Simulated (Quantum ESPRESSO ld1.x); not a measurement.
The run below uses ld1.x (Quantum ESPRESSO 7.5).

```
 &input
    zed=54.0,
    iswitch=1,
    rel=1,
    lsd=1,
    dft='PW',
    config='[Kr] 4d9.75 5s2 5p5.25 6s0 4f0',
    verbosity='high',
    prefix='ld1',
    max_out_wfc=37,
    file_charge='ld1.rho',
 /
```

Command: `OMP_NUM_THREADS=1 ld1.x < ld1.in > ld1.out`

Output:

```
     Program LD1 v.7.5 starts

     --------------------------- All-electron run ----------------------------

     scalar relativistic calculation

     atomic number is 54.00
     dft =PW   lsd =1 sic =0 latt =0  beta=0.20 tr2=1.0E-14
     Exchange-correlation= PW
                           (   1   4   0   0   0   0   0)
     mesh =2075 r(mesh) =  99.78481 a.u. xmin = -8.00 dx = 0.00800
     1 Ry =  13.60569312 eV, c = 137.03599908

     n l     nl                  e(Ry)          e(Ha)          e(eV)
     1 0     1S 1( 1.00)   -2524.571282060   -1262.285641030 -34348.5421308
     2 0     2S 1( 1.00)    -393.775957178    -196.887978589  -5357.5948326
     2 1     2P 1( 3.00)    -353.619515815    -176.809757908  -4811.2386145
     3 0     3S 1( 1.00)     -81.246166612     -40.623083306  -1105.4104103
     3 1     3P 1( 3.00)     -68.276432564     -34.138216282   -928.9481890
     4 0     4S 1( 1.00)     -15.379945818      -7.689972909   -209.2548230
     4 1     4P 1( 3.00)     -11.259690879      -5.629845439   -153.1958988
     3 2     3D 1( 5.00)     -48.992013248     -24.496006624   -666.5702977
     4 2     4D 1( 5.00)      -5.248244248      -2.624122124    -71.4060007
     5 0     5S 1( 1.00)      -2.212991341      -1.106495670    -30.1092811
     5 1     5P 1( 3.00)      -1.305168308      -0.652584154    -17.7577195
     6 0     6S 1( 0.00)      -0.406279253      -0.203139626     -5.5277108
     4 3     4F 1( 0.00)      -0.065993540      -0.032996770     -0.8978879
     1 0     1S 2( 1.00)   -2524.568533658   -1262.284266829 -34348.5047369
     2 0     2S 2( 1.00)    -393.767905674    -196.883952837  -5357.4852863
     2 1     2P 2( 3.00)    -353.612110028    -176.806055014  -4811.1378536
     3 0     3S 2( 1.00)     -81.239426896     -40.619713448  -1105.3187118
     3 1     3P 2( 3.00)     -68.269171918     -34.134585959   -928.8494029
     4 0     4S 2( 1.00)     -15.356305931      -7.678152966   -208.9331860
     4 1     4P 2( 3.00)     -11.235806505      -5.617903253   -152.8709353
     3 2     3D 2( 5.00)     -48.983421376     -24.491710688   -666.4533994
     4 2     4D 2( 4.75)      -5.223122722      -2.611561361    -71.0642049
     5 0     5S 2( 1.00)      -2.175841104      -1.087920552    -29.6038263
     5 1     5P 2( 2.25)      -1.270326621      -0.635163311    -17.2836742
     6 0     6S 2( 0.00)      -0.398773113      -0.199386556     -5.4255846
     4 3     4F 2( 0.00)      -0.065793431      -0.032896715     -0.8951652

     final scf error:  9.9E-15 reached in  31 iterations

     Etot =  -14880.825406 Ry,   -7440.412703 Ha, -202463.943895 eV
     Total magnetization:    1.00 Bohr mag.

     Ekin =   15645.436761 Ry,    7822.718380 Ha,  212867.011343 eV
     Encl =  -35983.578707 Ry,  -17991.789354 Ha, -489581.529356 eV
     Eh   =    5817.628755 Ry,    2908.814378 Ha,   79152.871546 eV
     Exc  =    -360.312215 Ry,    -180.156108 Ha,   -4902.297428 eV

     normalization and overlap integrals

     s(1S/1S) =  1.000000  <r> =   0.0267  <r2> =    0.0010  r(max) =   0.0172
     s(1S/2S) = -0.015648
     s(1S/3S) = -0.006626
     s(1S/4S) = -0.003077
     s(1S/5S) = -0.001198
     s(1S/6S) = -0.000443
     s(2S/2S) =  1.000000  <r> =   0.1147  <r2> =    0.0155  r(max) =   0.0970
     s(2S/3S) = -0.004094
     s(2S/4S) = -0.001826
     s(2S/5S) = -0.000706
     s(2S/6S) = -0.000261
     s(2P/2P) =  1.000000  <r> =   0.1003  <r2> =    0.0123  r(max) =   0.0775
     s(2P/3P) = -0.003336
     s(2P/4P) = -0.001399
     s(2P/5P) = -0.000474
     s(3S/3S) =  1.000000  <r> =   0.3068  <r2> =    0.1076  r(max) =   0.2789
     s(3S/4S) = -0.001243
     s(3S/5S) = -0.000468
     s(3S/6S) = -0.000172
     s(3P/3P) =  1.000000  <r> =   0.3047  <r2> =    0.1077  r(max) =   0.2723
     s(3P/4P) = -0.001056
     s(3P/5P) = -0.000349
     s(4S/4S) =  1.000000  <r> =   0.7160  <r2> =    0.5792  r(max) =   0.6617
     s(4S/5S) = -0.000303
     s(4S/6S) = -0.000110
     s(4P/4P) =  1.000000  <r> =   0.7638  <r2> =    0.6645  r(max) =   0.6942
     s(4P/5P) = -0.000226
     s(3D/3D) =  1.000000  <r> =   0.2810  <r2> =    0.0934  r(max) =   0.2265
     s(3D/4D) = -0.000729
     s(4D/4D) =  1.000000  <r> =   0.8731  <r2> =    0.8897  r(max) =   0.7460
     s(5S/5S) =  1.000000  <r> =   1.8044  <r2> =    3.6719  r(max) =   1.5952
     s(5S/6S) = -0.000055
     s(5P/5P) =  1.000000  <r> =   2.1582  <r2> =    5.3030  r(max) =   1.8423
     s(6S/6S) =  1.000000  <r> =   4.7464  <r2> =   25.3531  r(max) =   4.1997
     s(4F/4F) =  1.000000  <r> =  15.7951  <r2> =  285.8153  r(max) =  14.1684
     s(1S/1S) =  1.000000  <r> =   0.0267  <r2> =    0.0010  r(max) =   0.0172
     s(1S/2S) = -0.015648
     s(1S/3S) = -0.006626
     s(1S/4S) = -0.003077
     s(1S/5S) = -0.001199
     s(1S/6S) = -0.000436
     s(2S/2S) =  1.000000  <r> =   0.1147  <r2> =    0.0155  r(max) =   0.0970
     s(2S/3S) = -0.004094
     s(2S/4S) = -0.001826
     s(2S/5S) = -0.000706
     s(2S/6S) = -0.000257
     s(2P/2P) =  1.000000  <r> =   0.1003  <r2> =    0.0123  r(max) =   0.0775
     s(2P/3P) = -0.003336
     s(2P/4P) = -0.001399
     s(2P/5P) = -0.000472
     s(3S/3S) =  1.000000  <r> =   0.3068  <r2> =    0.1076  r(max) =   0.2789
     s(3S/4S) = -0.001243
     s(3S/5S) = -0.000468
     s(3S/6S) = -0.000170
     s(3P/3P) =  1.000000  <r> =   0.3047  <r2> =    0.1077  r(max) =   0.2723
     s(3P/4P) = -0.001057
     s(3P/5P) = -0.000347
     s(4S/4S) =  1.000000  <r> =   0.7160  <r2> =    0.5791  r(max) =   0.6617
     s(4S/5S) = -0.000303
     s(4S/6S) = -0.000108
     s(4P/4P) =  1.000000  <r> =   0.7637  <r2> =    0.6643  r(max) =   0.6942
     s(4P/5P) = -0.000225
     s(3D/3D) =  1.000000  <r> =   0.2810  <r2> =    0.0934  r(max) =   0.2265
     s(3D/4D) = -0.000729
     s(4D/4D) =  1.000000  <r> =   0.8726  <r2> =    0.8886  r(max) =   0.7460
     s(5S/5S) =  1.000000  <r> =   1.8062  <r2> =    3.6815  r(max) =   1.5952
     s(5S/6S) = -0.000054
     s(5P/5P) =  1.000000  <r> =   2.1682  <r2> =    5.3592  r(max) =   1.8571
     s(6S/6S) =  1.000000  <r> =   4.7978  <r2> =   25.9036  r(max) =   4.2334
     s(4F/4F) =  1.000000  <r> =  15.9350  <r2> =  290.1028  r(max) =  14.2822

     ------------------------ End of All-electron run ------------------------
```

Run on one thread of a shared host, so times are rough (Intel(R) Xeon(R) Processor @ 2.60GHz): 0.76 s of CPU time, 2.1 s wall, 31 iterations on 2075 mesh points.
